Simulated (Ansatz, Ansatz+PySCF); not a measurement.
```xyz
5

Zr    0.0463    0.0178   -0.0062
F     1.0746    1.0612    1.1263
F     1.0639   -1.0626   -1.1185
F    -1.0655    1.0725   -1.0595
F    -1.1167   -1.0521    1.1092
```

Basis set: def2-SVP (spherical functions, with the set's core potentials past Kr). Correlated methods keep 4 orbitals frozen. Charge 0, multiplicity 1.

Computed with Ansatz (development build ahead of 0.2.0); each method stands on the lowest determinant of its kind that the runs found. Restricted open shells among the atoms or ions are ROHF, correlated in semicanonical orbitals with singles. Restricted functionals stand beside restricted open-shell atoms, which can lie above the unrestricted atoms usual in DFT and then raise those values.

The atomization energy at this shape (free ground-state atoms in the same class of orbitals less the molecule, no zero-point energy) of singlet ZrF₄:

| method | atomization energy |
| --- | --- |
| ωB97X (restricted) | 2670.8 kJ/mol |
| ωB97X (unrestricted) | 2653.1 kJ/mol |
| r²SCAN (restricted) | 2714.4 kJ/mol |
| r²SCAN (unrestricted) | 2667.1 kJ/mol |
| PBE (unrestricted) | 2759.1 kJ/mol |
| PBE (restricted) | 2777.6 kJ/mol |
| PBE0 (unrestricted) | 2603.4 kJ/mol |
| PBE0 (restricted) | 2623.4 kJ/mol |
| RHF-CCSD(T) | 2503.8 kJ/mol |
| RHF-CCSD | 2469.1 kJ/mol |
| RHF-MP2 | 2627.0 kJ/mol |
| UHF-MP2 | 2632.6 kJ/mol |
| RHF | 1954.9 kJ/mol |

Question: What does UHF give?

Answer: 1906.1 kJ/mol. Caution: other spin multiplicities were not run. Caution for r²SCAN (unrestricted), PBE (unrestricted), PBE0 (unrestricted): a free atom is spin contaminated.
